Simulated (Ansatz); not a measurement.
HBF, SMILES `[BH-]F` (lower singlet) (charge -1, multiplicity 1). This singlet lies 0.69 eV below the relaxed triplet at the level composite: frozen-core CCSD(T) with HF/aug-cc-pVQZ and the correlation energy extrapolated as X^-3 from aug-cc-pVTZ and aug-cc-pVQZ, plus CCSDT(Q) minus CCSD(T) in aug-cc-pVTZ // PBE0-D3(BJ)/def2-TZVPD (Ansatz, a program for electronic structure).

Z-matrix (Å, degrees):
```
B
F 1 1.3823
H 1 1.2758 2 103.80
```
Charge -1, spin multiplicity 1.

Frozen-core energies in aug-cc-pVTZ from Ansatz at a geometry from PBE0-D3(BJ)/def2-TZVPD; the HF reference has <S^2> = 0.00 (restricted, and unstable towards unrestricted orbitals) and the T1 diagnostic is 0.015.

```tsv
level	energy (Ha)	difference from CCSDT(Q) (mHa)
HF	-124.69784	402.47
MP2	-125.07156	28.75
CCSD	-125.08540	14.91
CCSD(T)	-125.09918	1.13
CCSDT	-125.09974	0.57
CCSDT(Q)	-125.10031	0.00
```
